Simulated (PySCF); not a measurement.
C2H8OSn, singlet, at a GFN2-xTB geometry (such geometries of metal compounds can be far from the true shape) (core potentials on Sn); DF-PBE/def2-SVPD (PySCF).

Here is a job for PySCF.
```python
from pyscf import gto, scf, dft

mol = gto.Mole()
mol.atom = '''
    Sn    0.311564    0.326010    0.312989
    C     1.684413   -1.142512   -0.496050
    O    -1.399781    0.211658   -0.684330
    C    -2.232700   -0.903903   -0.789620
    H     0.608526    1.933882   -0.015637
    H    -0.009179    0.117300    1.967766
    H     1.346614   -2.141717   -0.235885
    H     2.682643   -0.993866   -0.103023
    H     1.706668   -1.043801   -1.577068
    H    -3.070439   -0.611749   -1.424144
    H    -1.729137   -1.757078   -1.253124
    H    -2.625923   -1.218267    0.180332
'''
mol.basis = 'def2-svpd'
mol.ecp = {'Sn': 'def2-svpd'}
mol.charge = 0
mol.spin = 0
mol.verbose = 4
mol.max_memory = 1800
mol.build()

mf = dft.RKS(mol)
mf.xc = 'pbe'
mf = mf.density_fit(auxbasis='def2-universal-jkfit')
mf.kernel()
```

What the program printed (banner, timings and long lists left out):

```
PySCF version 2.14.0

[INPUT] verbose = 4
[INPUT] num. atoms = 12
[INPUT] num. electrons = 50
[INPUT] charge = 0
[INPUT] spin (= nelec alpha-beta = 2S) = 0
[INPUT] symmetry False subgroup None
[INPUT] Mole.unit = angstrom
[INPUT] Symbol           X                Y                Z      unit          X                Y                Z       unit  Magmom
[...]
nuclear repulsion = 212.179295812411
number of shells = 69
number of NR pGTOs = 240
number of NR cGTOs = 159
basis = def2-svpd
ecp = {'Sn': 'def2-svpd'}

******** <class 'pyscf.df.df_jk.DFRKS'> ********
method = DFRKS
initial guess = minao
damping factor = 0
level_shift factor = 0
DIIS = <class 'pyscf.scf.diis.CDIIS'>
diis_start_cycle = 1
diis_space = 8
diis_damp = 0
SCF conv_tol = 1e-09
SCF conv_tol_grad = None
SCF max_cycles = 50
direct_scf = False
XC library pyscf.dft.libxc version 7.1.2
    S. Lehtola, C. Steigemann, M. J. T. Oliveira, and M. A. L. Marques,  SoftwareX 7, 1–5 (2018)
XC functionals = pbe
    J. P. Perdew, K. Burke, and M. Ernzerhof,  Phys. Rev. Lett. 77, 3865 (1996)
    J. P. Perdew, K. Burke, and M. Ernzerhof,  Phys. Rev. Lett. 78, 1396 (1997)
    J. P. Perdew, K. Burke, and M. Ernzerhof,  Phys. Rev. Lett. 77, 3865 (1996)
    J. P. Perdew, K. Burke, and M. Ernzerhof,  Phys. Rev. Lett. 78, 1396 (1997)
radial grids:
    Treutler-Ahlrichs [JCP 102, 346 (1995); DOI:10.1063/1.469408] (M4) radial grids

becke partition: Becke, JCP 88, 2547 (1988); DOI:10.1063/1.454033
pruning grids: <function nwchem_prune>
grids dens level: 3
symmetrized grids: False
atomic radii adjust function: <function treutler_atomic_radii_adjust>
small_rho_cutoff = 0
Set gradient conv threshold to 3.16228e-05
Initial guess from minao.
tot grids = 142744
init E= -346.907686935064
[...]
cycle= 1 E= -367.552400794028  delta_E= -20.6  |g|= 3.34  |ddm|= 15.1
[...]
cycle= 2 E= -308.787236619755  delta_E= 58.8  |g|= 10.9  |ddm|= 82.5
[...]
cycle= 3 E= -370.107399716765  delta_E= -61.3  |g|= 0.581  |ddm|= 82.2
[...]
cycle= 4 E= -370.1106513406  delta_E= -0.00325  |g|= 0.619  |ddm|= 2.05
[...]
cycle= 5 E= -370.181555977864  delta_E= -0.0709  |g|= 0.332  |ddm|=  1.1
[...]
cycle= 6 E= -370.20392637116  delta_E= -0.0224  |g|= 0.0718  |ddm|= 0.629
[...]
cycle= 7 E= -370.205080435673  delta_E= -0.00115  |g|= 0.0298  |ddm|= 0.161
[...]
cycle= 8 E= -370.205290865776  delta_E= -0.00021  |g|= 0.00534  |ddm|= 0.0388
[...]
cycle= 9 E= -370.205298035075  delta_E= -7.17e-06  |g|= 0.00141  |ddm|= 0.00877
[...]
cycle= 10 E= -370.205298530995  delta_E= -4.96e-07  |g|= 0.000645  |ddm|= 0.00333
[...]
cycle= 11 E= -370.205298657915  delta_E= -1.27e-07  |g|= 8.26e-05  |ddm|= 0.00104
[...]
cycle= 12 E= -370.205298659812  delta_E= -1.9e-09  |g|= 2.26e-05  |ddm|= 0.000194
[...]
cycle= 13 E= -370.205298660008  delta_E= -1.96e-10  |g|= 5.35e-06  |ddm|= 6.08e-05
[...]
Extra cycle  E= -370.205298660006  delta_E= 1.93e-12  |g|= 6.53e-06  |ddm|= 2.52e-05
converged SCF energy = -370.205298660006
```
